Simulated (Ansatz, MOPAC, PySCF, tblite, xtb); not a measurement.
Potential energy surface of H2Mg, singlet: map of symmetric stretch and bend. Scanned: Mg-H bond length and H-Mg-H angle.

- GFN2-xTB, 300 K electronic temperature (tblite)
- RHF/def2-SVP (PySCF)
- FCI/cc-pVDZ = Ansatz (a quantum-chemistry and plane-wave program) with full CI/cc-pVDZ, frozen core
- RHF/cc-pVDZ (Ansatz)
- MP2/cc-pVDZ = MP2 on RHF/cc-pVDZ, frozen core run with Ansatz
- CCSD/cc-pVDZ = CCSD on RHF/cc-pVDZ, frozen core run with Ansatz
- CCSD(T)/cc-pVDZ = CCSD(T) on RHF/cc-pVDZ, frozen core (Ansatz)
- CCSDT/cc-pVDZ = CCSDT on RHF/cc-pVDZ, frozen core in Ansatz
- CCSDT(Q)/cc-pVDZ = CCSDT(Q) on RHF/cc-pVDZ, frozen core run with Ansatz
- RKS-PBE0/cc-pVDZ = restricted PBE0/cc-pVDZ in Ansatz
- RKS-CAM-B3LYP/cc-pVDZ = restricted CAM-B3LYP/cc-pVDZ run with Ansatz
- RKS-PBE/cc-pVDZ = restricted PBE/cc-pVDZ in Ansatz
- PM3, restricted, heats of formation (MOPAC)
- PM7, restricted, heats of formation (MOPAC)
- GFN1-xTB (xtb)
- RKS-B3LYP/6-31G* = restricted B3LYP/6-31G*, spherical d in PySCF
- RKS-LDA (SVWN5)/6-31G* = restricted LDA (SVWN5)/6-31G*, spherical d in PySCF 2.14.0
- RHF/3-21G = restricted Hartree-Fock/3-21G run with PySCF 2.14.0
- RKS-B3LYP/LANL2DZ = restricted B3LYP/LANL2DZ, with its core potentials past Ne in PySCF

Energies in eV at chosen points (x: Mg-H bond length (Å); y: H-Mg-H angle (°)), relative to x = 1.72, y = 180:

```
method                  (2.31, 108.58)  (1.63, 108.58)  (1.53, 89.71)  (2.12, 139.80)  (1.45, 168.82)  (1.63, 128.64)  (1.72, 89.71)
----------------------  --------------  --------------  -------------  --------------  --------------  --------------  -------------
GFN2-xTB                         1.601           0.445          1.155           0.835           0.268           0.155          0.967
RHF                              2.711           1.076          2.192           1.352           0.915           0.565          1.680
FCI/cc-pVDZ                      2.304           0.966          2.010           1.189           0.900           0.505          1.488
RHF/cc-pVDZ                      2.700           1.060          2.189           1.325           0.940           0.550          1.665
MP2/cc-pVDZ                      2.575           0.999          2.068           1.295           0.901           0.517          1.564
CCSD/cc-pVDZ                     2.344           0.971          2.017           1.203           0.897           0.506          1.498
CCSD(T)/cc-pVDZ                  2.318           0.967          2.011           1.195           0.899           0.505          1.491
CCSDT/cc-pVDZ                    2.304           0.966          2.009           1.189           0.900           0.504          1.487
CCSDT(Q)/cc-pVDZ                 2.303           0.966          2.009           1.189           0.900           0.504          1.487
RKS-PBE0/cc-pVDZ                 2.365           0.956          1.994           1.188           0.894           0.500          1.482
RKS-CAM-B3LYP/cc-pVDZ            2.543           0.964          1.997           1.290           0.820           0.493          1.536
RKS-PBE/cc-pVDZ                  2.134           0.931          1.961           1.068           0.922           0.494          1.417
PM3                              2.961           0.533          1.153           1.819           0.813           0.284          0.812
PM7                              4.031           0.984          2.282           2.313           1.497           0.521          1.435
GFN1-xTB                         2.182           0.604          1.390           1.232           0.057           0.212          1.264
RKS-B3LYP/6-31G*                 2.386           0.976          2.037           1.206           0.927           0.514          1.508
RKS-LDA (SVWN5)/6-31G*           2.169           0.932          1.956           1.082           0.973           0.503          1.402
RHF/3-21G                        2.734           1.163          2.339           1.326           1.069           0.643          1.728
RKS-B3LYP/LANL2DZ                2.450           1.018          2.061           1.238           0.925           0.552          1.547
```
